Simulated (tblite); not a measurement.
Species: H5N2OSi2 (doublet state).
Bonds: O1–Si2, Si2–N3, N3–Si4, Si4–N5, Si2–N5. Hydrogens: H6 on Si2; H7 on N3; H8, H9 on Si4; H10 on N5.

Computed with GFN2-xTB (tblite), gas phase: L-BFGS steps from a force-field or distance-geometry start until the largest atomic force falls under 0.01 eV/Å.

The end geometry, which sets the zero of energy:
```
atom  x, y, z in Å
O1     -0.1404   -2.5027   -0.7933
Si2    -0.1216   -1.3374    0.1764
N3     -1.1647    0.0984   -0.1062
Si4     0.1235    1.2495   -0.2388
N5      1.1859   -0.0754    0.0843
H6     -0.2424   -1.4155    1.6407
H7     -2.0176    0.0900   -0.6374
H8      0.3413    1.6949   -1.6073
H9      0.0401    2.2735    0.7922
H10     2.0049   -0.0707    0.6668
```

Problem. These geometries come from the run, each turned onto the end geometry. Order them by energy, lowest first.
A.
```
atom  x, y, z in Å
O1     -0.1304   -2.6371   -0.6197
Si2    -0.1319   -1.3318    0.1522
N3     -1.1608    0.0824   -0.2123
Si4     0.1150    1.2542   -0.2296
N5      1.1797   -0.0807    0.0523
H6     -0.2499   -1.2924    1.6289
H7     -2.0531    0.1068   -0.6796
H8      0.3958    1.8351   -1.5367
H9     -0.0201    2.1754    0.8924
H10     2.0647   -0.1073    0.5295
```
B.
```
atom  x, y, z in Å
O1     -0.1086   -2.5192   -0.7757
Si2    -0.1197   -1.3343    0.1698
N3     -1.1627    0.0937   -0.1264
Si4     0.1216    1.2474   -0.2324
N5      1.1837   -0.0751    0.1008
H6     -0.2859   -1.3895    1.6326
H7     -2.0389    0.0986   -0.6152
H8      0.3533    1.7030   -1.5958
H9      0.0219    2.2680    0.7997
H10     2.0443   -0.0879    0.6200
```
C.
```
atom  x, y, z in Å
O1     -0.2604   -2.6729   -0.5621
Si2    -0.1139   -1.3494    0.1585
N3     -1.0896    0.0534   -0.2909
Si4     0.1631    1.2444   -0.2102
N5      1.2185   -0.1043    0.0361
H6     -0.2471   -1.1877    1.6513
H7     -1.9723    0.0607   -0.7536
H8      0.2880    1.9612   -1.4741
H9     -0.0814    2.1453    0.9114
H10     2.1042   -0.1462    0.5110
```
D.
```
atom  x, y, z in Å
O1     -0.2977   -2.6922   -0.3857
Si2    -0.1311   -1.3322    0.2633
N3     -1.1474    0.0760   -0.2481
Si4     0.1442    1.2372   -0.2262
N5      1.2174   -0.1389   -0.1617
H6     -0.2774   -1.0477    1.6837
H7     -1.7708   -0.0679   -1.0284
H8      0.2125    2.1516   -1.3659
H9     -0.0100    1.9803    1.0610
H10     2.0694   -0.1617    0.3854
```
E.
```
atom  x, y, z in Å
O1     -0.1067   -2.6033   -0.6932
Si2    -0.1163   -1.3391    0.1423
N3     -1.1535    0.0830   -0.1868
Si4     0.1184    1.2563   -0.2254
N5      1.1765   -0.0793    0.0693
H6     -0.2786   -1.3312    1.6107
H7     -2.0715    0.1122   -0.5904
H8      0.4183    1.7623   -1.5562
H9     -0.0242    2.2410    0.8390
H10     2.0466   -0.0972    0.5680
```

Solution. B (0.002 eV), E (0.012 eV), A (0.022 eV), C (0.092 eV), D (0.241 eV).

In the order of the answer:

```json
{"step": "46", "E above end (eV)": "0.002", "largest force (eV/Å)": "0.07", "rms force component (eV/Å)": "0.021", "rms distance from end (Å)": "0.033", "rms bond change (Å)": "0.003", "bond most changed (Å)": "Si2–N5 -0.006"}
{"step": "32", "E above end (eV)": "0.012", "largest force (eV/Å)": "0.06", "rms force component (eV/Å)": "0.026", "rms distance from end (Å)": "0.088", "rms bond change (Å)": "0.005", "bond most changed (Å)": "Si2–N5 -0.013"}
{"step": "27", "E above end (eV)": "0.022", "largest force (eV/Å)": "0.18", "rms force component (eV/Å)": "0.057", "rms distance from end (Å)": "0.125", "rms bond change (Å)": "0.005", "bond most changed (Å)": "Si2–H6 +0.011"}
{"step": "19", "E above end (eV)": "0.092", "largest force (eV/Å)": "0.33", "rms force component (eV/Å)": "0.132", "rms distance from end (Å)": "0.198", "rms bond change (Å)": "0.015", "bond most changed (Å)": "Si2–H6 +0.036"}
{"step": "12", "E above end (eV)": "0.241", "largest force (eV/Å)": "0.53", "rms force component (eV/Å)": "0.217", "rms distance from end (Å)": "0.351", "rms bond change (Å)": "0.018", "bond most changed (Å)": "Si4–H9 +0.039"}
```

The cost below is that of the whole relaxation. Time: 0.29 s. Hardware: an Arm Neoverse V2 with one thread, shared host with 96 logical CPUs at a one-minute load of 31.
